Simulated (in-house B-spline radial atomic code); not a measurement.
Successive ionisation energies of samarium; each step leads to the configuration of the next row (after the last: [He] 2s2 2p3). NIST's values go from ground level to ground level; the uncertainty of those that are theory runs from under 0.1 % in few-electron ions to several per cent in heavy many-electron ones. Computed with a B-spline radial code for spherical atoms: non-relativistic Hartree-Fock, average of the configuration, point nuclei.

This level leaves out relativity, spin-orbit splitting included, which matters for heavy ions.

| ion | configuration | ionisation energy (eV) | tabulated value (eV) | tabulated kind | computed minus tabulated (eV) | highest orbital | largest mean radius (bohr) |
| --- | --- | --- | --- | --- | --- | --- | --- |
| Sm36+ | [Ar] 3d8 | 2587.1 | 2569 | tabulated theory | 18 | 3d | 0.26104 |
| Sm37+ | [Ar] 3d7 | 2690.0 | 2676 | tabulated theory | 14 | 3d | 0.25944 |
| Sm38+ | [Ar] 3d6 | 2794.4 | 2782 | tabulated theory | 12 | 3d | 0.25786 |
| Sm39+ | [Ar] 3d5 | 2900.4 | 2887 | tabulated theory | 13 | 3d | 0.25628 |
| Sm40+ | [Ar] 3d4 | 3007.8 | 3028 | tabulated theory | -20 | 3d | 0.25472 |
| Sm41+ | [Ar] 3d3 | 3116.8 | 3137 | tabulated theory | -20 | 3d | 0.25317 |
| Sm42+ | [Ar] 3d2 | 3227.3 | 3253 | tabulated theory | -26 | 3d | 0.25164 |
| Sm43+ | [Ar] 3d1 | 3339.2 | 3363 | tabulated theory | -24 | 3d | 0.25012 |
| Sm44+ | [Ne] 3s2 3p6 | 3637.2 | 3669 | tabulated theory | -32 | 3p | 0.24861 |
| Sm45+ | [Ne] 3s2 3p5 | 3734.8 | 3766 | tabulated theory | -31 | 3p | 0.24748 |
| Sm46+ | [Ne] 3s2 3p4 | 3833.3 | 3873 | tabulated theory | -40 | 3p | 0.24637 |
| Sm47+ | [Ne] 3s2 3p3 | 3932.7 | 3971 | tabulated theory | -38 | 3p | 0.24527 |
| Sm48+ | [Ne] 3s2 3p2 | 4032.9 | 4227 | tabulated theory | -194 | 3p | 0.24417 |
| Sm49+ | [Ne] 3s2 3p1 | 4134.0 | 4337 | tabulated theory | -203 | 3p | 0.24309 |
| Sm50+ | [Ne] 3s2 | 4324.6 | 4548 | tabulated theory | -223 | 3s | 0.24201 |
| Sm51+ | [Ne] 3s1 | 4425.6 | 4655 | tabulated theory | -229 | 3s | 0.24082 |
| Sm52+ | [He] 2s2 2p6 | 10432.7 | 10494 | tabulated theory | -61 | 2p | 0.1022 |
| Sm53+ | [He] 2s2 2p5 | 10702.9 | 10762 | tabulated theory | -59 | 2p | 0.10169 |
| Sm54+ | [He] 2s2 2p4 | 10975.9 | 11060 | tabulated theory | -84 | 2p | 0.10118 |

Where is the largest jump?

From Sm51+ to Sm52+, by a factor of 2.36 (4425.6 to 10433 eV); the highest orbital goes from 3s to 2p.
